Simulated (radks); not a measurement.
Spherical quantum dot in the effective-mass picture: electrons in a well V = -V0 / (1 + exp((r - R)/a)) with V0 = 18.3, R = 3.46, a = 0.29, all in effective atomic units (hartree* = m*/eps^2 hartree, bohr* = eps/m* bohr), one dielectric constant everywhere. Calculated with a radial shooting solver with Libxc functionals: non-relativistic Kohn-Sham, LDA (Slater exchange, Perdew-Wang correlation), spin-polarised, spherical densities. Levels are named by radial order and angular momentum (1s, 1p, 1d, 2s, ...), and open shells are averaged over m. Results are scaled to m* = 0.197 and eps = 18, for which hartree* = 16.55 meV and bohr* = 4.835 nm.

N = 21, configuration 1s2 1p6 1d10 1f(up 3, down 0). This is the lowest configuration that the search found. Occupied and some empty levels:

level    occupation  eigenvalue (meV)  <r> (nm)
1s up             1           -151.74     9.866
1s down           1           -151.14     9.813
1p up             3           -146.82     10.56
1p down           3           -146.15     10.54
1d up             5           -139.00     11.11
1d down           5           -138.29     11.10
1f up             3           -128.79     11.57
1f down           0           -128.06     11.57
2s up             0           -126.79     7.675
2s down           0           -126.49     7.688
1g up             0           -116.48     11.97
1g down           0           -115.73     11.97
2p up             0           -113.83     8.971
2p down           0           -113.46     8.968
2d up             0           -99.183     9.878
2d down           0           -98.743     9.872

Energy (meV): total -4382.70, kinetic 401.35, external -6096.5, Hartree 1479.9, exchange-correlation -167.48.
